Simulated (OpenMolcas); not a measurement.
## OpenMolcas run: Br+

Input:

```
&GATEWAY
Coord
1

Br 0.0 0.0 0.0
Basis=ANO-RCC-VQZP
Group=XYZ
NoMove
AngMom=0.0 0.0 0.0
AMFI
&SEWARD
&RASSCF
FileOrb=start.orb
Symmetry=1
Spin=3
nActEl=6 0 0
Inactive=8 6
Ras2=1 3
CIRoot=3 3 1
SDav=3
CIMx=300
Iter=120 100
PrWF=0.3
OrbListing=Nothing
MaxOrb=0
Atom
>>> COPY $Project.JobIph JOBPRE
&RASSCF
FileOrb=start.orb
Symmetry=1
Spin=3
nActEl=6 0 2
Inactive=8 6
Ras2=1 3
Ras3=5 0
CIRoot=3 3 1
SDav=333
CIMx=300
Iter=120 100
PrWF=0.3
OrbListing=Nothing
MaxOrb=0
Thrs=2.0e-7 1.0e-1 5.0e-4
Atom
>>> COPY $Project.JobIph JOB001
&RASSCF
FileOrb=start.orb
Symmetry=1
Spin=1
nActEl=6 0 2
Inactive=8 6
Ras2=1 3
Ras3=5 0
CIRoot=6 6 1
SDav=292
CIMx=300
Iter=120 100
PrWF=0.3
OrbListing=Nothing
MaxOrb=0
Thrs=2.0e-7 1.0e-1 5.0e-4
Atom
>>> COPY $Project.JobIph JOB002
&RASSCF
FileOrb=start.orb
Symmetry=2
Spin=3
nActEl=6 0 2
Inactive=8 6
Ras2=1 3
Ras3=5 0
CIRoot=15 15 1
SDav=378
CIMx=300
Iter=120 100
PrWF=0.3
OrbListing=Nothing
MaxOrb=0
Thrs=2.0e-7 1.0e-1 5.0e-4
Atom
CIOnly
>>> COPY $Project.JobIph JOB003
&RASSCF
FileOrb=start.orb
Symmetry=2
Spin=1
nActEl=6 0 2
Inactive=8 6
Ras2=1 3
Ras3=5 0
CIRoot=1 1 1
SDav=268
CIMx=300
Iter=120 100
PrWF=0.3
OrbListing=Nothing
MaxOrb=0
Thrs=2.0e-7 1.0e-1 5.0e-4
Atom
>>> COPY $Project.JobIph JOB004
&RASSI
NrOfJobIphs=4 3 6 5 1
1 2 3
1 2 3 4 5 6
1 2 3 4 5
1
IphNames
JOB001
JOB002
JOB003
JOB004
EJob
SpinOrbit
DIPRint=1.0
SOCoupling=1000.0
Subsets=2
MEES
Property=10
'ANGMOM' 1 'ANGMOM' 2 'ANGMOM' 3 'MLTPL  1' 1 'MLTPL  1' 2 'MLTPL  1' 3
'AMFI' 1 'AMFI' 2 'AMFI' 3 'MLTPL  2' 6
SOProperty=3
'ANGMOM' 1 'ANGMOM' 2 'ANGMOM' 3
```

A driver script runs the steps one by one and writes start.orb anew before each from the orbitals found so far, so a CI-only block uses the converged orbitals of the first block.

Output, cut to the results:

```
--- SEWARD ---
Basis set label: BR.ANO-RCC...7S6P4D2F1G.

      Electronic valence basis set:
      ------------------
      Associated Effective Charge  35.000000 au
      Associated Actual Charge     35.000000 au
      Nuclear Model: Point charge

      Shell  nPrim  nBasis  Cartesian Spherical Contaminant
         s      20       7        X
         p      17       6        X
         d      11       4                 X
         f       4       2                 X
         g       2       1                 X
                  Relativistic Douglas-Kroll-Hess integrals:
                    - DKH order of Hamiltonian: 2
                    - DKH order of Properties : 0
                  Atomic mean-field integrals
--- RASSCF ---
Wave function specifications:
      -----------------------------

      Number of closed shell electrons          28
      Number of electrons in active shells       6
      Max number of holes in RAS1 space          0
      Max nr of electrons in RAS3 space          2
      Number of inactive orbitals               14
      Number of active orbitals                  9
      Number of secondary orbitals              45
      Spin quantum number                      1.0
      State symmetry                             1
Orbital specifications:
      -----------------------

      Symmetry species                           1   2
                                                ag  au
      Frozen orbitals                            0   0
      Inactive orbitals                          8   6
      Active orbitals                            6   3
      RAS1 orbitals                              0   0
      RAS2 orbitals                              1   3
      RAS3 orbitals                              5   0
      Secondary orbitals                        22  23
      Deleted orbitals                           0   0
      Number of basis functions                 36  32
      Number of CSFs                           333
      Number of root(s) required                 3
      Iter CI   SX   CI       RASSCF       Energy    max ROT     max BLB   max BLB  Level Ln srch  Step   QN
          iter iter root      energy       change     param      element    value   shift minimum  type update
 Nr of preliminary CI iterations:   1
      Total energies have been shifted. Add                -2000.00 au
        1   1    4    0  -603.98124770    0.00E+00   1.76E-06    6  13 1 -5.32E-06   0.00   0.00    SX    NO
        2   1    3    0  -603.98124770   -4.32E-11   9.36E-07    6  13 1  2.31E-06   0.00   0.00    SX    NO
        3   1    3    0  -603.98124770   -1.82E-12   2.39E-07    6  13 1 -9.81E-07   0.00   0.00    SX    NO
        4   1    3    0  -603.98124770   -1.82E-12   9.89E-08    6  13 1  4.27E-07   0.00   0.00    SX    NO
      Convergence after  4 iterations
        5   1    3    0  -603.98124770   -3.64E-12   9.89E-08    6  13 1 -1.83E-07   0.00   0.00    SX    NO
      Natural orbitals and occupation numbers for root  1
      sym 1:   1.976820   0.012556   0.012556   0.013439   0.009816   0.009816
      sym 2:   0.997033   0.997033   1.970930
      Natural orbitals and occupation numbers for root  2
      sym 1:   1.976820   0.009816   0.012556   0.013439   0.012556   0.009816
      sym 2:   0.997033   1.970930   0.997033
      Natural orbitals and occupation numbers for root  3
      sym 1:   1.976820   0.012556   0.009816   0.009816   0.012556   0.013439
      sym 2:   1.970930   0.997033   0.997033
::    RASSCF root number  1 Total energy:  -2603.98124770
::    RASSCF root number  2 Total energy:  -2603.98124770
::    RASSCF root number  3 Total energy:  -2603.98124770
--- RASSCF ---
Wave function specifications:
      -----------------------------

      Number of closed shell electrons          28
      Number of electrons in active shells       6
      Max number of holes in RAS1 space          0
      Max nr of electrons in RAS3 space          2
      Number of inactive orbitals               14
      Number of active orbitals                  9
      Number of secondary orbitals              45
      Spin quantum number                      0.0
      State symmetry                             1
Orbital specifications:
      -----------------------

      Symmetry species                           1   2
                                                ag  au
      Frozen orbitals                            0   0
      Inactive orbitals                          8   6
...
--- RASSI ---
SPIN-FREE ENERGIES:
  (Shifted by EMIN (a.u.) =      -2603.9812477036)

 SF State       Relative EMIN(au)   Rel lowest level(eV)    D:o, cm**(-1)      L_eff

     1             0.0000000000        0.0000000000              0.0000         1.0
     2             0.0000000000        0.0000000000              0.0000         1.0
     3             0.0000000000        0.0000000000              0.0000         1.0
     4             0.0544873705        1.4826768836          11958.5955         2.0
     5             0.0544873705        1.4826768836          11958.5955         2.0
     6             0.0544873705        1.4826768836          11958.5955         2.0
     7             0.0544873705        1.4826768836          11958.5955         2.0
     8             0.0544873705        1.4826768836          11958.5955         2.0
     9             0.1232028938        3.3525215286          27039.9097         0.0
    15             0.5396574393       14.6848270211         118441.1176         0.0
    11             0.6733200943       18.3219731545         147776.6795         2.0
    12             0.6733200943       18.3219731545         147776.6795         2.0
    13             0.6733200943       18.3219731545         147776.6795         2.0
    14             0.6733200943       18.3219731545         147776.6795         2.0
    10             0.6733200943       18.3219731545         147776.6795         2.0
     Dipole printing threshold changed to   1.00000000E+00

++ Dipole transition strengths (spin-free states):
   -----------------------------------------------
     for osc. strength at least  1.00000000E+00

  ( Max oscillator strength is only    9.4549740561587797E-007 )
--
Eigenvalues of complex Hamiltonian:
   -----------------------------------
  (Shifted by EMIN (a.u.) =      -2603.9812477036)

 SO State       Relative EMIN(au)   Rel lowest level(eV)    D:o, cm**(-1)     J-value

...
```

The J values that RASSI prints are effective ones from its own formula and need not be integers or half-integers; the table below assigns J from the states.

Levels above the lowest, from the spin-orbit matrix, grouped by J:

| Configuration | Term | J | E (cm-1) | Measured (cm-1) | g | Term weight % |
| --- | --- | --- | --- | --- | --- | --- |
| 4s2 4p4 | 3P | 2 | 0.0 | 0.0 | 1.492 | 98 |
| 4s2 4p4 | 3P | 1 | 2781 | 3136 | 1.501 | 100 |
| 4s2 4p4 | 3P | 0 | 3547 | 3837 |  | 98 |
| 4s2 4p4 | 1D | 2 | 13710 | 12089 | 1.009 | 98 |
| 4s2 4p4 | 1S | 0 | 29055 | 27867 |  | 98 |

Against the 4 measured excited levels shown (NIST Handbook of Basic Atomic Spectroscopic Data) the mean absolute deviation is 860 cm-1; the largest miss in energy is 4s2 4p4 1D2: computed 13710, measured 12089 cm-1 (+13.4 %).

Without dynamic correlation excited terms often stand tens of per cent too high (terms of higher spin than the ground term too low), and those without a measured partner can miss by more than the paired ones. The run also gave levels led by 4s2 4p3 4d, which use shells meant for correlation; these and all levels above them are left out. No level of 4s 4p5 was computed, though it lies in the active space. Computed and measured levels are paired by configuration, term and J; levels that our copy of the source lacks, or whose pairing is in doubt (as where it misses far off the trend of its configuration), stay unpaired and out of the deviations. Levels of configurations outside the active space are missing. The first state left out of the spin-orbit step lies near 130000 cm-1 above the lowest spin-free state of the reference (among the parities and spins computed), and the list stops at four fifths of that energy or lower.

The term weight is that of the spin-free term in the level, not the purity of its configuration.
